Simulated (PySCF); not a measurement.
## SrCd and its ions

PBE0; Sr def2-SVPD with ECP28, Cd def2-SVPD with ECP28; scalar-relativistic core potentials (PySCF 2.14). Neutral (UKS): singlet (closed shell), Re = 4.010 Å, ωe = 39.5 cm⁻¹, De = 0.10 eV, HOMO -3.93 eV, LUMO -1.19 eV.

SrCd⁺ (UKS): doublet (σ ↑), Re = 3.557 Å, ωe = 75.8 cm⁻¹, De = 0.45 eV to Sr⁺ + Cd. The energies at the minima are -198.40537 hartree for SrCd and -198.21201 for SrCd⁺.

Task: Work out the adiabatic ionisation energy, without and with harmonic zero-point energies (1 hartree = 27.2114 eV, 1 eV = 8065.5 cm⁻¹), and the change of the bond length.

Result: At PBE0: 0.19336 hartree = 5.262 eV between the minima; the zero-point term (75.8 − 39.5)/2 cm⁻¹ = +0.002 eV makes it 5.264 eV. Re changes by -45.3 pm against the neutral. Minus the HOMO energy is 3.93 eV, -1.33 eV from the value between the minima; self-interaction puts the Kohn–Sham level too high, less so with exact exchange. The electron leaves a σ orbital, and the shorter bond of the ion fits an antibonding orbital, or a change in how ionic the bond is.

Closed-shell solutions of metal pairs were not tested for spin polarisation, which can lower them a little. Weak bonds: SrCd, SrCd⁺. Basis-set superposition, not corrected here, can be much of De in a small basis, most of all at correlated wavefunction levels. Spin–orbit coupling is left out. For an ion De counts to the pair picked by the measured ionisation energies or electron affinities, which need not be the lowest pair at this level. States were picked by a PBE0 search and need not be the measured ground states.
